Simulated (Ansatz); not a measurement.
A search over several starts for the lowest SCF solution of the cluster AlB₅⁻ at the given spin, in a small basis.

```yaml
crystal:
  periodic: [false, false, false]
  atoms:
    - {symbol: B, position_ang: [-1.397665, 1.160169, 0.233000]}
    - {symbol: B, position_ang: [1.039156, -0.253119, 0.024835]}
    - {symbol: B, position_ang: [0.162452, 1.050846, 0.362455]}
    - {symbol: B, position_ang: [-0.583631, -0.423274, -0.206560]}
    - {symbol: B, position_ang: [-2.123254, -0.122950, -0.269959]}
    - {symbol: Al, position_ang: [2.902942, -1.411683, -0.143782]}
basis:
  gaussian: {orbitals: def2-SVP}
total_charge: -1
magnetization: {spin_polarized: true, initial_magnetization: 1}
hamiltonian: {xc: pbe0, dispersion: d4}
output: {orbitals: {seedname: orbitals}}
```

```sh
$ ansatz run in.yaml --threads 4 --pin off --events-out ev --progress --plain --max-ram 3916MiB
```

Shortened log:

```
Functional definition: PBE0
878 factors; integrals over basis functions are off by at most 8.4e-4 eV
mean field evaluation 1: about -9956.7200 eV, gradient 2.1e1 eV
mean field evaluation 2: about -9933.0595 eV, gradient 5.5e1 eV
mean field evaluation 4: about -9959.3670 eV, gradient 1.1e1 eV
mean field evaluation 8: about -9960.5964 eV, gradient 6.4e-1 eV
mean field evaluation 16: about -9960.6246 eV, gradient 1.4e-1 eV
mean field evaluation 32: about -9960.6159 eV, gradient 5.4e-1 eV
mean field -9960.62705403 eV, -366.0462926800 hartree, gradient 1.8e-5 eV, S^2 0.982341; 6 other end points of the search recorded, 0 dependent functions left out
reference -9960.62707956 eV, -366.0462936185 hartree; 20, 19 occupied and 68, 69 virtual orbitals, 878 factors
Total energy: -9960.82096588 eV, -366.0534188093 hartree
```

Run time 5.5 s (4 threads of Arm Neoverse N1 on a shared host).

The charge -1 doublet is spin-contaminated (final ⟨S²⟩ up to 0.98, 0.75 for a pure state). The structure comes from a short search, and lower isomers may exist.
